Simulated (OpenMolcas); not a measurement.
Os5+ among 8 point charges of -1.2 e arranged as a cube (Oh).

* Program: OpenMolcas 26.06
* Method: SS-CASPT2, IPEA 0.25 Eh, imaginary shift 0.1 Eh (closed shells correlated: 5s 5p)
* Basis: ANO-RCC-VDZP [7s6p4d2f1g]
* Scalar Hamiltonian: DKH2, point nucleus
* Active space: 3 electrons in 5 orbitals (5d)
* State averaging: 2S+1 = 4 even, 10 roots; 2S+1 = 2 even, 40 roots
* Spin-orbit coupling: RASSI with atomic mean-field integrals over the reference wave functions

All point charges move together. At R = 1.8 Å the first state of the same spin is 7630 cm-1, and at R = 1.93 Å it is 5350 cm-1.

Task: A third run gives 3070 cm-1. What distance was it run at?

Result: With a power law R^-n the two known points give n = -ln(5350 / 7630) / ln(1.93 / 1.8) = 5.09. Then R = 1.8 × (7630 / 3070)^(1/5.09) = 2.153 Å. The run was at 2.14 Å, so the estimate is off by +0.013 Å.

Roots that are degenerate in the reference are averaged as groups; the widest CASPT2 spread within a group is 260 cm-1 (the 3-fold group of multiplicity 2 near 14500 cm-1 above the lowest state of its run, R = 1.8). Shifts and gaps below about the spread of the groups concerned are not significant. Point charges give a weaker field than real ligands, and real ions of this kind are as a rule low spin; the high spin found here belongs to the model. Free-ion shares, where given, are those of the reference states; single-state CASPT2 does not remix them. Spin-orbit coupling mixes the spin-free states strongly: the lowest level takes only 61 % from its leading state, 4T1 (figures for R = 1.8; the like holds for R = 1.93, R = 2.14). Point charges carry no covalency, so the field is a model and not that of real ligands. No measured value stands beside these numbers.
